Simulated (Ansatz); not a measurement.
Species: GaI₂ (charge +1, singlet). It need not be the lowest isomer of its formula. 
Coordinates optimised at B3LYP-D3(BJ)/def2-TZVP (Ansatz, a first-principles code):
```xyz
3

Ga     0.0000     0.0000     0.0000
I      0.0000     0.0000    -2.3869
I      0.0000     0.0000     2.3869
```
Charge +1, spin multiplicity 1.

Parts of the frozen-core correlation energy in def2-QZVPP (Ansatz, hartree). Frozen orbitals: 32; correlated occupied orbitals by spin: 8 and 8; virtual: 213 and 213. No spin-orbit coupling. In def2 rows, elements after Kr have scalar-relativistic effective core potentials.

```tsv
term	value
reference (HF)	-2516.45806
MP2 opposite-spin	?
MP2 same-spin	?
CCSD correlation	?
(T)	-0.01991
T1 diagnostic	0.013
largest doubles amplitude	0.057
```

Problem. Complete the blanks.

Solution. 
- MP2 opposite-spin, value: -0.27346
- MP2 same-spin, value: -0.08197
- CCSD correlation, value: -0.38257
